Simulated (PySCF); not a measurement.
# Working out the excitation energy of S⁺

S⁺ [Ne] 3s2 3p3 (4S) → S⁺ [Ne] 3s1 3p4 (4P). Computed with PySCF 2.14 in x2c-TZVPPall with one added diffuse shell each of s, p, d type (6s6p4d1f, 51 functions), with scalar relativity by spin-free X2C-1e. Frozen: 1s2. Energies in hartree (1 hartree = 27.21139 eV):

| part | S⁺ (lower) | S⁺ (upper) |
| --- | --- | --- |
| UHF | -398.246029 | -397.859209 |
| MP2 opposite-spin | -0.176560 | -0.175162 |
| MP2 same-spin | -0.073594 | -0.072197 |

Problem. What does Hartree-Fock give?

Solution. (-397.859209) − (-398.246029) = 0.386820 hartree = 10.526 eV.

Problem. What do MP2 and SCS-MP2 (6/5 opposite-spin, 1/3 same-spin) give?

Solution. The opposite-spin parts differ by 0.038 eV and the same-spin parts by 0.038 eV. MP2: 10.526 + (0.038) + (0.038) = 10.602 eV. SCS-MP2: 10.526 + 1.2 × (0.038) + (0.038)/3 = 10.584 eV.

Measured between the centres of the two terms (NIST): 9.870 eV, so MP2 (valence and next inner shell) is off by 0.732 eV.

What remains against the reference includes basis incompleteness, the frozen core and correlation beyond second order.
